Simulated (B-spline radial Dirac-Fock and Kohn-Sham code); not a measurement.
**Elastic and transport cross sections of iodine for positrons**

These are calculated numbers from a radial finite-basis atomic code; the model is relativistic (Dirac) partial waves in the static field of the Dirac-Fock atom, without polarisation or absorption potentials. Below a few hundred eV the neglected polarisation potential matters, most of all at small angles. σ_tr1 and σ_tr2 weight the cross section with 1 − P₁ and 1 − P₂ of cos θ; "backward" is the share scattered beyond 90°.

```
energy (eV)  σ (a₀²)  σ_tr1 (a₀²)  σ_tr2 (a₀²)  σ/σ_tr1  backward (%)
        110     20.8         4.63         7.93     4.49           6.3
        125     20.0         4.23         7.30     4.74           5.9
        154     18.8         3.62         6.34     5.18           5.2
        167     18.3         3.41         5.99     5.37           5.0
        298     15.0         2.17         3.91     6.90           3.7
        311     14.8         2.10         3.79     7.03           3.7
       1010     9.08        0.764         1.46     11.9           1.9
       2050     6.52        0.373        0.754     17.5           1.1
       7270     3.32       0.0857        0.186     38.7          0.41
       9890     2.76       0.0577        0.128     47.8          0.31
      18500     1.85       0.0246       0.0568     75.4          0.17
      23100     1.60       0.0179       0.0419     89.5          0.13
      42800        ?            ?            ?        ?             ?
      55000    0.888      0.00483       0.0119      184         0.050
      94600    0.618      0.00205      0.00520      301         0.025
     119000    0.534      0.00142      0.00365      376         0.018
```

Problem. Fill in the row for 42.8 keV.

Solution. σ = 1.05 a₀², σ_tr1 = 0.00713 a₀², σ_tr2 = 0.0173 a₀², σ/σ_tr1 = 148, backward 0.067 %. The ratio σ/σ_tr1 is roughly the number of elastic collisions that randomise the direction.
